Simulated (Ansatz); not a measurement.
Calculated with Ansatz (gas phase, PBE0-D4/def2-TZVP geometries, no zero-point term in ΔE). CBS: MP2 limit from def2 TZ/QZ plus the TZ coupled-cluster correction, frozen cores. DFT in def2-TZVPP. B3LYP here is the variant with VWN-RPA as its local correlation; programs differ in this. HSE06 is defined as in plane-wave codes. One conformer a species, not always the lowest.

`B[SiH](N)P` + `[CH3][AlH][OH]` → `B[O][AlH][CH3]` + `N[SiH2]P`  (cleavage of the B–Si bond)

```json
{"level": "B97M-V", "ΔE (kJ/mol)": "-144.5", "difference from CCSD(T)/CBS": "6.3"}
{"level": "PBE0-D4", "ΔE (kJ/mol)": "-132.6", "difference from CCSD(T)/CBS": "18.2"}
{"level": "HSE06-D4", "ΔE (kJ/mol)": "-132.5", "difference from CCSD(T)/CBS": "18.3"}
{"level": "BHLYP-D4", "ΔE (kJ/mol)": "-177.0", "difference from CCSD(T)/CBS": "-26.2"}
{"level": "revPBE", "ΔE (kJ/mol)": "-129.0", "difference from CCSD(T)/CBS": "21.8"}
{"level": "BLYP", "ΔE (kJ/mol)": "-158.4", "difference from CCSD(T)/CBS": "-7.6"}
{"level": "B3LYP", "ΔE (kJ/mol)": "-165.3", "difference from CCSD(T)/CBS": "-14.5"}
{"level": "r2SCANh", "ΔE (kJ/mol)": "-141.2", "difference from CCSD(T)/CBS": "9.6"}
{"level": "BHLYP", "ΔE (kJ/mol)": "-182.1", "difference from CCSD(T)/CBS": "-31.3"}
{"level": "LC-ωPBE", "ΔE (kJ/mol)": "-149.0", "difference from CCSD(T)/CBS": "1.8"}
{"level": "HF/def2-SVP", "ΔE (kJ/mol)": "-231.9", "difference from CCSD(T)/CBS": "-81.1"}
{"level": "MP2/def2-TZVPP", "ΔE (kJ/mol)": "-151.3", "difference from CCSD(T)/CBS": "-0.5"}
{"level": "SCS-MP2/def2-TZVPP", "ΔE (kJ/mol)": "-166.4", "difference from CCSD(T)/CBS": "-15.6"}
{"level": "SCS-MP2/def2-QZVPP", "ΔE (kJ/mol)": "-165.8", "difference from CCSD(T)/CBS": "-15.0"}
{"level": "MP2/CBS(def2)", "ΔE (kJ/mol)": "-149.3", "difference from CCSD(T)/CBS": "1.5"}
{"level": "CCSD/CBS(def2)", "ΔE (kJ/mol)": "-161.5", "difference from CCSD(T)/CBS": "-10.7"}
{"level": "CCSD(T)/CBS", "ΔE (kJ/mol)": "-150.8", "difference from CCSD(T)/CBS": "0"}
```

Largest T1 diagnostic among the species: 0.016.

From BLYP to BHLYP (50 % exact exchange), in def2-TZVPP and without D4, ΔE moves by −23.7 kJ/mol. In def2-TZVPP, CCSD(T) changes the Hartree–Fock value by +67.9 kJ/mol (the triples alone add +10.7 kJ/mol) and MP2 by +69.4 kJ/mol.
